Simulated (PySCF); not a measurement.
## Dipole moment and polarisability of `C=C1CC[C@@H](OC=O)C1`

Species: C7H10O2.
Cartesian coordinates in Å at the PBE0-D3(BJ)/def2-SVP level; atoms count from 1:
```xyz
19
C7H10O2 angstrom
C     -2.9001    1.0128    0.3537
C     -1.7256    0.4664    0.0371
C     -1.5172   -0.7047   -0.9043
C     -0.0186   -0.7007   -1.1997
C      0.5835   -0.1883    0.1020
O      1.9016    0.3197   -0.1084
C      2.8812   -0.1056    0.6871
O      2.7804   -0.8891    1.5862
C     -0.3750    0.9123    0.5512
H     -3.8333    0.6457   -0.0825
H     -2.9716    1.8451    1.0592
H     -1.7985   -1.6394   -0.3879
H     -2.1428   -0.6407   -1.8065
H      0.3809   -1.6802   -1.4988
H      0.2218    0.0204   -1.9984
H      0.6406   -0.9901    0.8533
H      3.8281    0.3870    0.3814
H     -0.3572    1.0868    1.6371
H     -0.0710    1.8536    0.0611
```

Level: PBE0/def2-SVPD (PySCF), static field, nuclei fixed, core orbitals frozen in the response. The polarisability tensor in these axes (au):

```
x   111.60  -7.91   3.10
y    -7.91  77.94   3.45
z     3.10   3.45  77.79
```

Task: What are the eigenvalues, a third of the trace, and Δα (Δα² = ½Σ(αi − αj)² over the three pairs)?

Result: Principal values 72.81, 81.00 and 113.52 au; mean 89.11 au = 13.20 Å³ = 14.69 × 10⁻⁴⁰ C²·m²/J; Δα = 37.29 au (42 % of the mean).

Task: What is the dipole moment, and where does it point?

Result: (-0.97, 0.75, -1.66) D, 2.06 D in size, pointing from the negative to the positive side. Measured along this direction, the outermost atoms are O8 at the negative end and H13 at the positive end.

Task: Give the principal axes and the span of the nuclei along them.

Result: Largest value along (0.98, -0.21, 0.06), where the nuclei span 7.56 Å; middle along (0.09, 0.64, 0.77), 4.10 Å; least along (0.20, 0.74, -0.64), 2.67 Å. The response follows the extents in order.

Task: Find the Langevin capture rate constant for H3O+ (19.018 u) meeting this molecule (126.068 u), k = 2.342 × 10⁻⁹ cm³/s × √(α in Å³ / reduced mass in u).

Result: The reduced mass is 16.53 u, so k = 2.09 × 10⁻⁹ cm³/s. The formula leaves out the permanent dipole, which adds to the capture rate.

Task: What would n − 1 = 2πNα be for an ideal gas of these molecules at 350 K and 1 atm, electronic part alone?

Result: N = p/kT = 2.0968 × 10¹⁹ cm⁻³, so n − 1 = 2π × N × 13.20 × 10⁻²⁴ cm³ = 1740 × 10⁻⁶ at long wavelengths, for an ideal gas.

Task: Rayleigh depolarisation ratio (linearly polarised light, static tensor)?

Result: ρ = 3Δα²/(45ᾱ² + 4Δα²) = 4172.2/(357318 + 5563.0) = 0.0115.

The structure is a single PBE0-D3(BJ)/def2-SVP conformer in the gas phase; no vibrational or solvent corrections.
